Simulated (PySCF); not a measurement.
A side-by-side comparison of computed properties.

First species: C7H8O2.
Numbering: `[CH2:1]=[CH:2]/[CH:3]=[CH:4]\[C:5](=[CH2:6])[C:7](=[O:8])[OH:9]` (hydrogens: H10, H11 on C1; H12 on C2; H13 on C3; H14 on C4; H15, H16 on C6; H17 on O9)

Second species: C₄H₆NS (charge +1).
InChI=1S/C4H6NS/c1-5-2-3-6-4-5/h2-4H,1H3/q+1

Levels: CAM-B3LYP/def2-SVPD for HOMO energy, LUMO energy, HOMO–LUMO gap, static isotropic polarisability and electronic spatial extent ⟨r²⟩ about the centre of nuclear charge; TDDFT CAM-B3LYP/def2-SVPD for lowest singlet excitation; TDA CAM-B3LYP/def2-SVPD for lowest triplet excitation (Tamm–Dancoff); GFN2-xTB for rotational constant A and rotational constant C. Geometries: GFN2-xTB. Each structure is a single optimised conformer of the isolated species, non-relativistic unless stated. Electronic properties by PySCF.

The conformers computed, where there is a choice (atom-mapped SMILES and torsion angles):
- `[CH2:1]=[CH:2]/[CH:3]=[CH:4]\[C:5](=[CH2:6])[C:7](=[O:8])[OH:9]`: C1–C2–C3–C4 -171°, C3–C4–C5–C6 39°, C4–C5–C7–O8 -17°, H–O9–C7–C5 180°

Values for the first species:

* HOMO energy: -7.87 eV
* LUMO energy: -0.77 eV
* HOMO–LUMO gap: 7.10 eV
* Lowest singlet excitation: 4.53 eV
* Lowest triplet excitation (Tamm–Dancoff): 2.75 eV
* Static isotropic polarisability: 98.3 au
* Electronic spatial extent ⟨r²⟩ about the centre of nuclear charge: 1537 bohr²
* Rotational constant A: 3.980 GHz
* Rotational constant C: 0.731 GHz

(1) Estimate the same properties for the second species, and the change in each.

Answers

(1) 
```json
{"property": "HOMO energy", "first": "-7.87 eV", "second": "-14.29 eV", "second less first": "-6.42 eV"}
{"property": "LUMO energy", "first": "-0.77 eV", "second": "-5.51 eV", "second less first": "-4.74 eV"}
{"property": "HOMO–LUMO gap", "first": "7.10 eV", "second": "8.78 eV", "second less first": "+1.68 eV"}
{"property": "lowest singlet excitation", "first": "4.53 eV", "second": "5.69 eV", "second less first": "+1.16 eV"}
{"property": "lowest triplet excitation (Tamm–Dancoff)", "first": "2.75 eV", "second": "3.93 eV", "second less first": "+1.18 eV"}
{"property": "static isotropic polarisability", "first": "98.3 au", "second": "62.6 au", "second less first": "-35.7 au"}
{"property": "electronic spatial extent ⟨r²⟩ about the centre of nuclear charge", "first": "1537 bohr²", "second": "620 bohr²", "second less first": "-917 bohr²"}
{"property": "rotational constant A", "first": "3.980 GHz", "second": "7.309 GHz", "second less first": "+3.329 GHz"}
{"property": "rotational constant C", "first": "0.731 GHz", "second": "1.921 GHz", "second less first": "+1.190 GHz"}
```

On the first: The principal polarisabilities are 62.2, 91.9 and 140.7 au; their mean is the isotropic value. No computed singlet falls in the visible range (750 to 380 nm, 1.65 to 3.26 eV); S1 lies 1.27 eV above its blue end.

On the second: No computed singlet falls in the visible range (750 to 380 nm, 1.65 to 3.26 eV); S1 lies 2.43 eV above its blue end. The polarisability is 9.27 Å³ as a volume (1 au = 0.148185 Å³), or 1.20 au for each of the 52 electrons.
